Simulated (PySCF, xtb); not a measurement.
CrF3, SMILES [F][Cr]([F])[F] (connectivity only; charge and spin as stated), neutral, multiplicity 4.

Harmonic wavenumbers (cm⁻¹) from GFN2-xTB run with xtb at its own minimum, in rising order: 191, 191, 238, 522, 624, 624.

Problem. What does TPSSh-D3(BJ)/def2-SVP in PySCF 2.14.0 give at its own minimum? (An estimate is asked for; the answer gives what the named calculation found.)

Solution. 16, 177, 177, 687, 794, 794. Paired by order, the mean absolute difference is 126 cm⁻¹ and the zero-point energies are 3.4 and 3.8 kcal/mol.
